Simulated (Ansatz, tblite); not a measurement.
Spin states of the cluster Ag₂H₂, each relaxed with PBE0-D4/def2-TZVP in Ansatz. Electronic energies in the gas phase.

In the def2 sets Ag takes a core potential; there is no spin–orbit coupling. The xTB rows come from tblite. Correlated methods freeze no core orbitals; core or outer-core shells of Ag are correlated, in sets that lack core-valence functions. In CCSD on the charge 0 triplet the largest single amplitude is 0.29, so its Hartree–Fock determinant may place the open shell otherwise than the density functionals do. In the quintet geometry the species has come apart into loosely held pieces. The structure comes from a short search, and lower isomers may exist.

Singlet geometry (Cs within 0.1 Å):

```xyz
4

Ag    1.5702    1.0653   -0.7384
Ag   -0.5220   -0.4156    0.2255
H    -1.2454   -1.8970    0.2460
H     0.1973    1.2474    0.2669
```

Triplet geometry (D2h within 0.1 Å):

```csv
atom,x (Å),y (Å),z (Å)
Ag1,1.3216,0.3768,-0.1012
Ag2,-1.3218,-0.3767,0.1012
H3,-0.3251,1.1526,0.0426
H4,0.3253,-1.1528,-0.0426
```

Quintet geometry (Cs within 0.1 Å):

Cartesian coordinates in Å:
```
Ag -2.886 0.938 -1.466
Ag 0.346 1.025 -1.391
H 3.876 -0.645 1.137
H -1.337 -1.318 1.720
```

⟨S²⟩: triplet 2.01 at PBE0-D4/def2-TZVP (pure 2.00), quintet 6.00 at PBE0-D4/def2-TZVP (pure 6.00).

Only these spin states were relaxed. The quintet has fallen apart into loose fragments. The triplet has other bonds than the singlet, so the gap mixes isomer and spin. The quintet has other bonds than the singlet, so the gap mixes isomer and spin.

```csv
level,triplet − singlet (kJ/mol),quintet − singlet (kJ/mol),lowest of these
GFN2-xTB,252.4,879.7,singlet
HF/def2-TZVP,205.4,313.0,singlet
HF/def2-TZVPP,205.6,319.2,singlet
LDA (SPW92)/def2-TZVP,138.1,671.0,singlet
r2SCAN-D4/def2-TZVP,143.1,570.8,singlet
CAM-B3LYP-D4/def2-TZVP,182.0,558.4,singlet
RPA@PBE/def2-TZVP,161.3,533.7,singlet
CCSD/def2-TZVPP,198.1,545.1,singlet
```

The xTB methods have no term that favours high spin, so they put low spin too low.
